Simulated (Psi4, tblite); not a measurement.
Intermolecular potential of CH4 ··· C3H9Al (SMILES C and [CH3][Al]([CH3])[CH3]). Monomers: optimised at B3LYP-D3(BJ) (def2-TZVP and def2-SVP), held rigid. Orientation: lowest of the rigid-body minima from ten starts at GFN2-xTB. Only R, the distance of the centres of mass, is varied, so the lowest point isn't the relaxed dimer. The table gives interaction energies.

| R / Å | A | B |
|---|---|---|
| 2.94 | 25.78 | 2.26 |
| 3.19 | 9.06 | -6.35 |
| 3.37 | 3.62 | -8.74 |
| 3.57 | 0.64 | -9.42 |
| 3.79 | -0.78 | -8.86 |
| 4.00 | -1.24 | -7.73 |
| 4.28 | -1.28 | -5.99 |
| 4.57 | -1.09 | -4.39 |
| 5.10 | -0.67 | -2.35 |
| 5.75 | -0.35 | -1.12 |
| 6.76 | -0.13 | -0.42 |
| 8.09 | -0.04 | -0.15 |

Energies in kJ/mol.

**Question.** Which curve belongs to which method? The methods are GFN2-xTB in tblite; SAPT0/jun-cc-pVDZ, frozen core (Psi4).

**Answer.** A is SAPT0/jun-cc-pVDZ; B is GFN2-xTB.
